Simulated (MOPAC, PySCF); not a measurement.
System: BeF2, singlet: symmetric bend, bond length relaxed. Scanned: F-Be-F angle. Other coordinates (Be-F bond length) were minimised at PBE0/def2-TZVP.

- PM3, restricted, heats of formation (MOPAC)
- RHF/cc-pVTZ (PySCF)
- CCSD(T) on RHF/cc-pVTZ, 2 core orbitals frozen (PySCF)

Energies in kcal/mol, each method relative to its own lowest point.

```
a / °   PM3   RHF  CCSD(T)
-----  ----  ----  -------
180     0.0   0.0      0.0
170     0.4   0.5      0.5
160       …   2.2      2.1
150       …   5.0      4.9
140       …   9.3      9.0
130    11.7  15.3     14.8
120       …  23.5     22.6
110       …  34.7     33.1
100    34.0  50.2     47.5
90     46.8  72.1     67.8
```

Fill in the missing entries.


- 160, PM3: 1.7
- 150, PM3: 3.9
- 140, PM3: 7.2
- 120, PM3: 17.6
- 110, PM3: 24.9

The scan ran from 180.0 to 80.0; beyond the range shown the relaxed coordinates jump or full CI changes its symmetry label.
